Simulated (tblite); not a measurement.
Compound: C₄H₅N₃OSi.
Geometry (GFN2-xTB, Å), atoms numbered from 1 in this order:
```
atom  x, y, z in Å
C1     2.4487    0.7203   -0.2362
N2     2.6536   -0.1736    0.6940
N3     1.6402   -0.8606    1.1783
C4     0.4489   -0.6072    0.6913
C5     0.2475    0.3675   -0.3198
N6     1.2685    1.0403   -0.7881
C7    -1.1714    0.5196   -0.7520
Si8   -2.0390   -0.7717    0.3669
O9    -0.6358   -1.2513    1.1196
H10    3.3123    1.2576   -0.5998
H11   -1.2488    0.3313   -1.8230
H12   -1.4900    1.5514   -0.6020
H13   -2.5473   -1.9331   -0.3469
H14   -2.8881   -0.1909    1.3958
```

Method: GFN2-xTB as coded in tblite; computed harmonic values from a numerical Hessian at the method's own geometry, unscaled. The method is semi-empirical: single wavenumbers can be off by several per cent or more. Modes of hydrogen on silicon can be 10 to 20 % off.

Question: How many normal modes are there?

Answer: 14 atoms, non-linear: 3N − 6 = 36.

Question: What is the point group of the computed structure, and how do the modes divide by symmetry?

Answer: Cs. The vibrations span 23 a′ + 13 a″.

Question: How many distinct wavenumbers does the calculation give?

Answer: 36: Cs has no degenerate species.

Question: How many fundamentals are allowed in the infrared by symmetry?

Answer: 36 of 36: in Cs every mode is allowed. All fundamentals are allowed in the Raman spectrum.

Question: What thermal excitation has the softest real mode at 298.15 K?

Answer: 81.8 cm⁻¹ is a vibrational temperature θ of 118 K. The population of v = 1 over v = 0 is exp(−θ/T) = 0.67, and the mean quantum number is 2.1.
